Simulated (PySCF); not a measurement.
CH₅MoNS₂, SMILES [Mo](=[NH])([SH])(=[S])[CH3], multiplicity 1. The structure is a stationary point at PBE-D3(BJ)/def2-SVP. The multiplicity is an assumed one; no other spin state was optimised. The structure was generated by enumeration; whether it is a known compound was not checked. The def2 effective core potentials stand for the cores of Mo; spin–orbit coupling is left out. The values are those of a single conformer.

The numbers are results of PBE-D3(BJ)/def2-SVP run with PySCF, not measurements.

Harmonic wavenumbers (cm⁻¹): 114, 140, 164, 179, 208, 227, 300, 383, 523, 532, 544, 574, 581, 622, 680, 969, 1127, 1338, 1348, 2608, 2958, 3068, 3080, 3473. Rotational constants (GHz): 2.386, 1.646, 1.375; symmetry number 1.

Question: Work out the zero-point energy and the ideal-gas rigid-rotor harmonic-oscillator thermochemistry at 298.15 K and 1 atm.

Answer: ZPE = ½ Σ hcν = ½ × 25740 cm⁻¹ = 153.96 kJ/mol. H − E(el) = 178.84 kJ/mol. Entropy in J/(mol K): translation 174.26, rotation 119.15, vibration 87.57, total 380.98. G − E(el) = 65.25 kJ/mol. Cp = 129.03 J/(mol K). Modes under 150 cm⁻¹ make the vibrational entropy uncertain.
